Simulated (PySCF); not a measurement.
C3HBrClF, SMILES C(F)=C=C(Cl)Br. Geometry optimised at PBE-D3(BJ)/def2-SVP. This is a generated structure with no PubChem entry under its InChIKey; it may be hypothetical.

Problem. Give the equilibrium geometry at PBE-D3(BJ)/def2-SVP (PySCF confirms it by a frequency run) as bond lengths and angles. (The exact figures need the calculation; the answer reports its results.)

Solution. 
Atoms: F1 C2 C3 C4 Cl5 Br6 H7. Bond lengths (Å): F1–C2 1.344, C2–C3 1.320, C2–H7 1.105, C3–C4 1.314, C4–Cl5 1.739, C4–Br6 1.910. Bond angles (°): F1–C2–C3 123.6, F1–C2–H7 112.4, C3–C2–H7 123.9, C2–C3–C4 177.0, C3–C4–Cl5 123.5, C3–C4–Br6 121.9, Cl5–C4–Br6 114.5.
Charge 0, spin multiplicity 1.
